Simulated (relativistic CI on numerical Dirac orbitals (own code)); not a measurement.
## Cs³²⁺: q coefficients and field-shift factors

These numbers are calculated, not measured: Dirac-Coulomb-Breit CI, orbitals from a KLI potential per configuration, derivatives by finite differences, unscaled Slater integrals, QED left out (own radial code, finite nucleus).

CI space (outside the closed core [Ne]): 3s²3p⁶3d⁵, 3s²3p⁵3d⁶, 3s²3p⁴3d⁷, 3s3p⁶3d⁶, 3p⁶3d⁷, 3s3p⁵3d⁷, 3s²3p⁶3d⁴4s, 3s²3p⁶3d³4s². Levels of other configurations are missing.

With x = (α/α₀)² − 1 an excitation energy changes as ω = ω₀ + qx; K = 2q/ω₀ is the relative enhancement. Terms are leading LS components, so labels can repeat. The field-shift factor is F = δν/δ⟨r²⟩ for the transition from the lowest level.

Lowest level 3s²3p⁶3d⁵ ⁶S5/2.

```csv
Level,ω₀ (cm⁻¹),q (cm⁻¹),K,F (GHz/fm²)
3s²3p⁶3d⁵ ²F5/2,99439,34210,0.688,0.467
3s²3p⁶3d⁵ ⁴G7/2,162649,63940,0.786,0.83
3s²3p⁶3d⁵ ⁴D3/2,165857,68330,0.824,0.738
3s²3p⁶3d⁵ ⁴G11/2,172779,66680,0.772,0.984
3s²3p⁶3d⁵ ⁴G9/2,190844,83020,0.87,1.1
3s²3p⁶3d⁵ ⁴D5/2,193784,105900,1.09,1.17
3s²3p⁶3d⁵ ⁴P1/2,201576,99720,0.989,1.04
3s²3p⁶3d⁵ ⁴F7/2,236531,87350,0.739,1.04
3s²3p⁶3d⁵ ²D5/2,249058,142300,1.14,1.57
3s²3p⁶3d⁵ ⁴D7/2,277263,167400,1.21,1.75
3s²3p⁶3d⁵ ²D3/2,280279,124300,0.887,1.53
3s²3p⁶3d⁵ ²I11/2,284670,174800,1.23,2.09
3s²3p⁶3d⁵ ²G9/2,298475,166200,1.11,1.89
3s²3p⁶3d⁵ ⁴D1/2,298906,202700,1.36,2.06
3s²3p⁶3d⁵ ⁴P3/2,306941,197100,1.28,2.11
3s²3p⁶3d⁵ ²I13/2,313158,180800,1.15,2.26
3s²3p⁶3d⁵ ²F5/2,325257,186900,1.15,2.04
3s²3p⁶3d⁵ ²H9/2,353717,187500,1.06,2.27
3s²3p⁶3d⁵ ²G7/2,369287,188000,1.02,2.1
3s²3p⁶3d⁵ ⁴F5/2,371423,205900,1.11,2.37
3s²3p⁶3d⁵ ²D3/2,393391,194300,0.988,1.9
3s²3p⁶3d⁵ ²F7/2,404483,209500,1.04,2.47
3s²3p⁶3d⁵ ²F5/2,406467,287700,1.42,2.89
```

At this charge energies of transitions that change n are usually good to better than 1 %, and those within a shell (Δn = 0) to a few per cent. Terms inside the open d or f shell come out 10 to 20 % too wide with unscaled integrals.
